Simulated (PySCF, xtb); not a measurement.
C₂H₈F₂Si₂, SMILES [SiH2](C([SiH2]F)C)F.

GFN2-xTB in xtb at its own geometry gives an orbital gap of 5.47 eV and a dipole moment of 2.03 D.

The structure is a stationary point at B3LYP-D3(BJ)/def2-SVP. This is a generated structure with no PubChem entry under its InChIKey; it may be hypothetical. The values are those of a single conformer.

**Question.** What does PBE/def2-TZVP run with PySCF give? (The exact figures need the calculation; the answer reports its results.)

**Answer.** gap 6.13 eV (levels -7.24 and -1.11 eV), dipole 2.74 D.
